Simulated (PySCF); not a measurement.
Ionisation energies (eV) were calculated with PySCF 2.14 by LDA, MP2 (valence), PBE, in another order, as differences of total energies without spin-orbit coupling. The measured values are between term centres (NIST).

| species | measured | A | B | C |
| --- | --- | --- | --- | --- |
| C⁺ (x2c-QZVPPall, spin-free X2C) | 24.378 | 24.772 | 24.852 | 24.416 |
| Ge (x2c-QZVPPall, spin-free X2C) | 7.925 | 8.010 | 7.884 | 7.775 |
| As (x2c-QZVPPall, spin-free X2C) | 10.008 | 10.022 | 9.876 | 9.918 |
| Zr (x2c-QZVPPall, spin-free X2C) | 6.639 | 6.712 | 6.410 | 6.115 |
| Tc (x2c-QZVPPall, spin-free X2C) | 7.119 | 7.303 | 6.867 | 6.751 |
| Sn⁺ (x2c-QZVPPall, spin-free X2C) | 14.282 | 14.414 | 14.228 | 13.977 |
| I (x2c-QZVPPall, spin-free X2C) | 10.519 | 10.804 | 10.513 | 10.375 |
| Xe (x2c-QZVPPall, spin-free X2C) | 12.565 | 12.625 | 12.330 | 12.379 |

Question: Which column is which method?

Answer: A is LDA (mean error 0.15 eV); B is PBE (mean error -0.06 eV); C is MP2 (valence) (mean error -0.22 eV). LDA overbinds the outer electron and comes out highest. PBE, with gradient corrections, lies close to experiment on average, with errors of both signs. Valence MP2 in a finite basis recovers only part of the missing correlation, so it stays below experiment on average.
